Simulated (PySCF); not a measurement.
## Exercise with solution: chemical shift, span and skew from a shielding tensor

C2H5FO2Si, SMILES C[Si@H](F)C(=O)O. Atoms are numbered in the order given.

```xyz
11

C     -1.8598    -0.5302     0.8896
Si    -0.6289     0.5551     0.0144
F     -0.9960     0.6750    -1.5692
C      1.1000    -0.2456     0.2421
O      1.4951    -0.5110     1.3554
O      1.8207    -0.4839    -0.8663
H     -2.8580    -0.0672     0.9259
H     -1.9453    -1.5045     0.3829
H     -1.5137    -0.7070     1.9205
H     -0.5470     1.9298     0.5691
H      2.6653    -0.8840    -0.5800
```
Charge 0, spin multiplicity 1.

Coordinates come from a B3LYP-D3(BJ)/def2-SVP optimisation. The structure was generated by enumeration; whether it is a known compound was not checked. One conformer was computed; it need not be the lowest.

GIAO shieldings from B3LYP/pcSseg-1 (PySCF), non-relativistic, no solvent. The symmetric part of the tensor of F3 has the principal values 337.4, 372.1, 382.2 ppm. The same nucleus in CFCl3 has σ = 161.7 ppm at this level (PySCF, at its B3LYP-D3(BJ)/def2-TZVP geometry).

Question: Work out the isotropic shielding, the ¹⁹F shift against CFCl3, the span and the skew.

Answer: 
σ(iso) = (σ11 + σ22 + σ33)/3 = 363.9 ppm. δ = σ(ref) − σ(iso) = 161.7 − (363.9) = -202.2 ppm.
Span Ω = σ33 − σ11 = 44.8 ppm. Skew κ = 3(σ(iso) − σ22)/Ω = -0.55. Tumbling in solution averages the tensor to δ; in a static solid the shielding alone would spread this spin-1/2 line over Ω.
